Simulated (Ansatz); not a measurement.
CH$_{2}$BFS (`FB1CS1`). The species carries charge 0 and has multiplicity 1. Geometry: relaxed with PBE0-D4/def2-TZVP.

```xyz
6

F    -2.014   -0.642    0.127
B    -0.718   -0.474    0.141
C     0.433    0.476   -0.159
S     0.789   -1.255    0.537
H     0.703    1.277    0.523
H     0.807    0.618   -1.169
```

Question: What is the dipole moment at ωB97M-V/def2-TZVPP? (Estimate.)

Answer: The calculation gave: 1.26 D, with components (0.44, 1.11, -0.41) D in this frame, pointing from negative to positive charge.

Question: And with PBE, r2SCAN, B3LYP? (An estimate is asked.)

Answer: Computed: PBE 1.21 D, r2SCAN 1.31 D, B3LYP 1.29 D.

Question: Give the Mulliken charges with ωB97M-V, PBE, r2SCAN in def2-TZVPP. (Best estimate.)

Answer: Computed: 
```csv
atom,ωB97M-V,PBE,r2SCAN
F1,-0.24,-0.20,-0.26
B2,0.40,0.35,0.40
C3,-0.30,-0.24,-0.17
S4,-0.14,-0.16,-0.16
H5,0.14,0.13,0.10
H6,0.14,0.13,0.10
```

B3LYP here is the variant with VWN-RPA as its local correlation; programs differ in this.
